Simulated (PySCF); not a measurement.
Predicted microwave data (PBE0-D3(BJ)/def2-SVP geometry optimisation, gas phase in PySCF) for one isomer of C2H5ClOSi:

| Property | Result |
| --- | --- |
| Rotational constants | A = 22864, B = 960.6, C = 932.3 MHz |
| Dipole components | \|μa\| = 1.98 D, \|μb\| = 0.48 D, \|μc\| = 0.03 D |
| Inertial defect | -6.16 u·Å² |
| κ | -1.00 |

**Question.** Which structure is it? (One computed conformer of each.)
A. `[SiH3:1][O:2]/[CH:3]=[CH:4]/[Cl:5]` with Si1–O2–C3–C4 174°
B. `[CH2:1]=[C:2]([Cl:3])[O:4][SiH3:5]` with C1–C2–O4–Si5 -179°
C. `[CH2:1]=[CH:2][O:3][SiH2:4][Cl:5]` with C1–C2–O3–Si4 19°, C2–O3–Si4–Cl5 -72°

**Answer.** A. It is [SiH3]O/C=C/Cl. The candidates at the same level (rigid rotor, commonest isotopes):

```tsv
SMILES	A (MHz)	B (MHz)	C (MHz)	μa (D)	μb (D)	μc (D)	Δ (u·Å²)	point group	rotor
[SiH3]O/C=C/Cl	22864	960.6	932.3	1.98	0.48	0.03	-6.16	near Cs	–
C=C(Cl)O[SiH3]	4947	2304	1602	0.74	0.09	0.00	-6.06	Cs	asymmetric top
C=CO[SiH2]Cl	5385	2037	1617	0.70	0.64	0.76	-29.37	C1	asymmetric top
```

`C=C(Cl)O[SiH3]` has B 140 % too high; `C=CO[SiH2]Cl` has B 112 % too high. No structure here is proved a minimum.
